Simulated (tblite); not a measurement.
Species: C7H13NSi.
Structure used (GFN2-xTB), in Å, numbered top down from 1:
```
atom  x, y, z in Å
C1     3.1603   -1.9386    0.0362
C2     2.6621   -1.0589   -0.6159
Si3    1.8412    0.3203   -1.5599
N4     0.5590    1.1071   -0.7198
C5     0.8398    2.0567    0.3281
C6    -0.7444    0.5013   -0.6262
C7    -0.8654   -0.5462    0.4966
C8    -2.1912   -1.2300    0.4523
C9    -3.0986   -1.1657    1.4087
H10    3.6066   -2.7112    0.5954
H11    2.8498    1.3522   -1.8099
H12    1.2375   -0.2532   -2.7642
H13    0.9655    1.5802    1.3070
H14    0.0216    2.7784    0.4006
H15    1.7566    2.5929    0.0934
H16   -0.9644    0.0178   -1.5814
H17   -1.4911    1.2888   -0.4641
H18   -0.7285   -0.0654    1.4667
H19   -0.0641   -1.2777    0.3565
H20   -2.3895   -1.7954   -0.4495
H21   -2.9256   -0.6087    2.3152
H22   -4.0474   -1.6692    1.3335
```

Computed with GFN2-xTB (tblite): harmonic, unscaled wavenumbers at the GFN2-xTB geometry, gas phase. The method is semi-empirical: single wavenumbers can be off by several per cent or more. Modes of hydrogen on silicon can be 10 to 20 % off. One conformer, not necessarily the lowest.

Harmonic wavenumbers (cm⁻¹): 30.7, 43.6, 52.0, 76.6, 101.3, 150.8, 188.8, 208.1, 262.7, 273.4, 312.4, 396.9, 405.5, 464.6, 512.3, 614.6, 625.3, 639.3, 678.4, 685.1, 711.4, 737.8, 781.9, 816.0, 892.9, 944.8, 1005.7, 1025.3, 1030.0, 1048.4, 1098.2, 1108.2, 1186.9, 1215.1, 1245.7, 1263.6, 1300.1, 1324.4, 1346.2, 1416.5, 1425.3, 1475.3, 1480.6, 1490.0, 1508.2, 1718.1, 2200.8, 2232.3, 2234.8, 2902.0, 2904.7, 2953.9, 2954.5, 2958.7, 2989.1, 3024.9, 3051.5, 3097.4, 3124.5, 3345.9.

A = 1856, B = 755.7, C = 619.8 MHz; mass 139.082 u (most abundant isotopes); point group C1, symmetry number 1.

**Question.** Zero-point energy?

**Answer.** Half the sum of the wavenumbers: 38647 cm⁻¹ = 462.32 kJ/mol.

**Question.** Entropy at 500 K, 1 bar (ideal gas, RRHO, classical rotation)?

**Answer.** Translation 181.15, rotation 133.19, vibration 278.60: S = 592.9 J/(mol K).

**Question.** And Cp and H(500 K) − H(0)?

**Answer.** Cp = 278.81 J/(mol K), of which vibrations give 245.55 (their classical limit is 60 R = 498.9); H(500 K) − H(0) = 83.46 kJ/mol without the zero-point energy, 66.83 from vibrations.

**Question.** How do the functions run with temperature in this model?

**Answer.** 
```
 T (K)  S (J/(mol K))  Cp (J/(mol K))  H − H(0) (kJ/mol)  G − H(0) (kJ/mol)  ln q(vib)
    50          266.2            69.7               2.54             -10.77       1.32
   100          323.1            96.7               6.72             -25.59       3.41
298.15          471.7           193.1              35.39            -105.26      10.72
373.15          518.9           228.0              51.19            -142.43      13.27
   750          720.7           351.2             162.84            -377.69      25.14
  1000          828.8           399.5             257.06            -571.73      32.18
```

q(vib) and H(0) count from the zero-point level.

**Question.** Which modes carry the vibrational entropy at 500 K?

**Answer.** 30.7 cm⁻¹: 28.49; 43.6 cm⁻¹: 25.58; 52.0 cm⁻¹: 24.12; 76.6 cm⁻¹: 20.90; 101.3 cm⁻¹: 18.59; 150.8 cm⁻¹: 15.32 J/(mol K); the other 54 give 145.59 together.

**Question.** What must be added to the electronic energy to get the Gibbs energy at 500 K and 1 bar?

**Answer.** ZPE + [H(500 K) − H(0)] − T·S = 462.32 + 83.46 − 296.47 = 249.31 kJ/mol.

Hindered rotation and anharmonicity are outside this model. Other conformers, if any are populated, would add a mixing term that is left out. The structure is chiral; the term R ln 2 for an equal mix with its mirror image is left out.
